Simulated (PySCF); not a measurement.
CH₅FO₂Si₂, SMILES C1[SiH2]O[Si@H](O1)F.

Coordinates come from a B3LYP-D3(BJ)/def2-SVP optimisation. The structure was generated by enumeration; whether it is a known compound was not checked. The values are those of a single conformer.

Level of theory: SMD-PBE0/6-31G* (PySCF).

Solvation free energies are E(SMD) − E(gas) at the gas-phase geometry, for 1 M in both phases. In vacuum the dipole moment is 2.35 D.

**Question.** Estimate the solvation free energies in water, 1-octanol, tetrahydrofuran. (Estimate from the structure and the level; the computed values follow.)

**Answer.** 
| solvent | ΔG(solv) (kcal/mol) | its non-electrostatic (CDS) part | dipole (D) |
|---|---|---|---|
| water | -2.1 | 3.3 | 2.97 |
| 1-octanol | -3.4 | 1.0 | 2.88 |
| tetrahydrofuran | -3.5 | -0.5 | 2.79 |
